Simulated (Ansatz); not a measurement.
Reactions of `F[SiH](F)S[SiH2]Cl`.

Program: Ansatz. Geometries: PBE0-D4/def2-TZVP. ΔE: electronic, gas phase. CCSD(T)/CBS is the MP2 limit (def2-TZVPP, def2-QZVPP) plus CCSD(T) − MP2 in def2-TZVPP, frozen cores. This one scheme is used for every species. Functionals use def2-TZVPP. Each species was taken in one conformer, which may not be the lowest.

```tsv
reaction	r2SCAN-D4 (kJ/mol)	CCSD(T)/CBS(def2) (kJ/mol)
`F[SiH](F)S[SiH2]Cl` + `C=CC(F)F` → `F[SiH](F)S[SiH3]` + `C=CC(F)(F)Cl`	145	153
`F[SiH](F)S[SiH2]Cl` + `O[SiH2]F` → `F[SiH2]O[SiH](F)F` + `S[SiH2]Cl`	-67	-72
`F[SiH](F)S[SiH2]Cl` + `O=COC[SiH3]` → `O=COC[SiH2]Cl` + `F[SiH](F)S[SiH3]`	-1	-2
`F[SiH](F)S[SiH2]Cl` + PH₃ → `P[SiH2]Cl` + `F[SiH](F)S`	45	45
`F[SiH](F)S[SiH2]Cl` + `OCF` → `OC(F)[SiH](F)F` + `S[SiH2]Cl`	97	96
`F[SiH](F)S[SiH2]Cl` + `F[SiH](Cl)Cl` → `F[SiH](F)F` + `Cl[SiH2]S[SiH](Cl)Cl`	-9	-15
```

Largest T1 diagnostic: 0.015, for `O=COC[SiH3]`.
